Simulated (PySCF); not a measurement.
A calculated (LDA, PySCF 2.14, x2c-TZVPPall, the spin-free X2C one-electron Hamiltonian (Gaussian nucleus)) atom or ion has these occupied shells.

```json
{"shell": "1s α", "electrons": "1", "orbital energy (eV)": "-27670.4", "rms radius, mean of both spins (bohr)": "0.0341"}
{"shell": "1s β", "electrons": "1", "orbital energy (eV)": "-27670.4", "rms radius, mean of both spins (bohr)": "0.0341"}
{"shell": "2s α", "electrons": "1", "orbital energy (eV)": "-4146.7", "rms radius, mean of both spins (bohr)": "0.139"}
{"shell": "2s β", "electrons": "1", "orbital energy (eV)": "-4146.7", "rms radius, mean of both spins (bohr)": "0.139"}
{"shell": "2p α", "electrons": "3", "orbital energy (eV)": "-3727.2", "rms radius, mean of both spins (bohr)": "0.124"}
{"shell": "2p β", "electrons": "3", "orbital energy (eV)": "-3727.2", "rms radius, mean of both spins (bohr)": "0.124"}
{"shell": "3s α", "electrons": "1", "orbital energy (eV)": "-787.96", "rms radius, mean of both spins (bohr)": "0.373"}
{"shell": "3s β", "electrons": "1", "orbital energy (eV)": "-787.92", "rms radius, mean of both spins (bohr)": "0.373"}
{"shell": "3p α", "electrons": "3", "orbital energy (eV)": "-650.28", "rms radius, mean of both spins (bohr)": "0.374"}
{"shell": "3p β", "electrons": "3", "orbital energy (eV)": "-650.23", "rms radius, mean of both spins (bohr)": "0.374"}
{"shell": "3d α", "electrons": "5", "orbital energy (eV)": "-434.62", "rms radius, mean of both spins (bohr)": "0.353"}
{"shell": "3d β", "electrons": "5", "orbital energy (eV)": "-434.57", "rms radius, mean of both spins (bohr)": "0.353"}
{"shell": "4s α", "electrons": "1", "orbital energy (eV)": "-120.83", "rms radius, mean of both spins (bohr)": "0.902"}
{"shell": "4s β", "electrons": "1", "orbital energy (eV)": "-120.73", "rms radius, mean of both spins (bohr)": "0.902"}
{"shell": "4p α", "electrons": "3", "orbital energy (eV)": "-79.591", "rms radius, mean of both spins (bohr)": "0.985"}
{"shell": "4p β", "electrons": "3", "orbital energy (eV)": "-79.463", "rms radius, mean of both spins (bohr)": "0.985"}
{"shell": "4d α", "electrons": "5", "orbital energy (eV)": "-20.265", "rms radius, mean of both spins (bohr)": "1.29"}
{"shell": "4d β", "electrons": "5", "orbital energy (eV)": "-19.882", "rms radius, mean of both spins (bohr)": "1.29"}
{"shell": "5s α", "electrons": "1", "orbital energy (eV)": "-9.968", "rms radius, mean of both spins (bohr)": "2.71"}
{"shell": "5p α", "electrons": "2", "orbital energy (eV)": "-3.803", "rms radius, mean of both spins (bohr)": "3.71"}
```

Problem. Name the element and its charge.

Solution. In (indium, neutral), in [Kr] 4d10 5s1 5p2, high-spin 4P determinant (an excited configuration).
